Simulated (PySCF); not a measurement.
Compound: BeMeBr, CH₃BeBr.
SMILES: `[CH3][Be][Br]`

Theory: TDDFT CAM-B3LYP/def2-SVPD, vertical, gas phase, core orbitals frozen in the response in PySCF 2.14.0, density-fitted response routines. Isolated species at its PBE0-D3(BJ)/def2-SVP geometry, gas phase. Relativistic effects, spin–orbit coupling among them, are left out although an element past zinc is present.

Q: Predict the UV-vis stick spectrum at this level.

A: 

```json
{"state": "S1", "λ (nm)": "172.4", "E (eV)": "7.19", "f": "0.0000", "|μ| (D)": "0.03", "symmetry": "–", "main configurations (H = HOMO, L = LUMO)": "H-1/H→L+1/L+2 (≥69%)"}
{"state": "S2", "λ (nm)": "170.7", "E (eV)": "7.26", "f": "0.0001", "|μ| (D)": "0.05", "symmetry": "–", "main configurations (H = HOMO, L = LUMO)": "H-1/H→L+1/L+2 (≥71%)"}
{"state": "S3", "λ (nm)": "170.7", "E (eV)": "7.26", "f": "0.0000", "|μ| (D)": "0.03", "symmetry": "–", "main configurations (H = HOMO, L = LUMO)": "H-1/H→L+1/L+2 (≥72%)"}
{"state": "S4", "λ (nm)": "166.4", "E (eV)": "7.45", "f": "0.0003", "|μ| (D)": "0.10", "symmetry": "–", "main configurations (H = HOMO, L = LUMO)": "H-2→L+1/L+2 (≥63%), H-1/H→L (≥21%)"}
{"state": "S5", "λ (nm)": "166.4", "E (eV)": "7.45", "f": "0.0003", "|μ| (D)": "0.10", "symmetry": "–", "main configurations (H = HOMO, L = LUMO)": "H-2→L+1/L+2 (≥64%), H-1/H→L (≥22%)"}
{"state": "S6", "λ (nm)": "162.5", "E (eV)": "7.63", "f": "0.109", "|μ| (D)": "1.94", "symmetry": "E", "main configurations (H = HOMO, L = LUMO)": "H-1/H→L (≥61%), H-2→L+1/L+2 (≥22%)"}
{"state": "S7", "λ (nm)": "162.5", "E (eV)": "7.63", "f": "0.109", "|μ| (D)": "1.94", "symmetry": "E", "main configurations (H = HOMO, L = LUMO)": "H-1/H→L (≥60%), H-2→L+1/L+2 (≥23%)"}
{"state": "S8", "λ (nm)": "157.8", "E (eV)": "7.86", "f": "0.054", "|μ| (D)": "1.35", "symmetry": "A1", "main configurations (H = HOMO, L = LUMO)": "H-2→L (81%)"}
{"state": "S9", "λ (nm)": "151.2", "E (eV)": "8.20", "f": "0.416", "|μ| (D)": "3.66", "symmetry": "A1", "main configurations (H = HOMO, L = LUMO)": "H-1/H→L+1/L+2 (≥58%)"}
```

Triplets (Tamm–Dancoff): T1 6.79 eV, H-1/H→L+1/L+2 (≥67%); T2 6.85 eV, H-2→L+1/L+2 (≥78%), H-2→L+4 (16%); T3 6.85 eV, H-2→L+1/L+2 (≥80%), H-2→L+5 (16%).

The lowest singlet comes at 172 nm (694 kJ/mol) in the vacuum ultraviolet; it is dark (f under 0.0005); its leading configuration is HOMO-1/HOMO→LUMO+1/LUMO+2 (≥69%). The strongest level in the table is S9 at 8.20 eV (151 nm, f = 0.416). It is the last of those listed, so stronger ones may follow. S2/S3, S4/S5 and S6/S7 lie within about 0.01 eV of each other in each set; the point group C3v has degenerate representations, and within a degenerate level the listed configurations can mix freely. Löwdin shares by element: HOMO (one of a set within 0.03 eV) bromine 92%, beryllium 6%; LUMO beryllium 47%, bromine 29%, carbon 12%, hydrogen 4% or more. The listed states span 1.01 eV, and the widest gap between neighbours is 0.34 eV (S8 to S9). Orbital energies (eV): HOMO-3 -12.02, HOMO-2 -10.47, HOMO-1 -10.09, HOMO -10.09, LUMO 0.61, LUMO+1 0.69, LUMO+2 0.69. The oscillator strengths of these states sum to 0.688; summed over the whole spectrum of an exact calculation they would give the number of electrons, 48 (Thomas–Reiche–Kuhn). No computed singlet lies in the visible range (380 to 750 nm); the lowest, at 172 nm, stands 3.93 eV above its violet end (3.26 eV). Symmetry labels in C3v follow from the direction of the transition dipole and are given only for states with f of 0.002 or more. Orbitals of the list HOMO-3 to LUMO+2 that lie within 0.01 eV of each other are written together with a slash and their weights summed (≥ marks a lower bound); for degenerate orbitals outside that list single weights are arbitrary. Only the lowest 10 singlets were computed, as vertical energies without vibronic structure. The highest level found (8.86 eV, f 0.019 so far) is left out, since the window may have cut off a degenerate partner.
